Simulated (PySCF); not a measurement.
Geometry:
```json
{"atom": "Cl1", "x (Å)": "-0.795", "y (Å)": "-1.557", "z (Å)": "0.006"}
{"atom": "B2", "x (Å)": "0.025", "y (Å)": "-0.020", "z (Å)": "-0.021"}
{"atom": "Cl3", "x (Å)": "-0.893", "y (Å)": "1.461", "z (Å)": "-0.028"}
{"atom": "Cl4", "x (Å)": "1.766", "y (Å)": "0.035", "z (Å)": "-0.033"}
```

Geometry: PBE0-D3(BJ)/def2-SVP; GIAO absolute shieldings from PySCF 2.14, gas phase, non-relativistic, averaged over equivalent atoms.

At PBE0/cc-pVDZ (68 basis functions, 2.2 s wall time on 1 thread of an x86-64 server CPU, shared host):
```
      atoms  σ (ppm)
Cl1/Cl3/Cl4    710.9
         B2     64.3
```

What do these become at PBE0/cc-pVTZ?

Answers


```tsv
atoms	σ at PBE0/cc-pVTZ	change
Cl1/Cl3/Cl4	671.9	-39.0
B2	52.5	-11.8
```

The largest change is at Cl1/Cl3/Cl4 (chlorine bonded to B). Cost: 132 basis functions, 4.9 s wall time on 1 thread of an x86-64 server CPU, shared host.
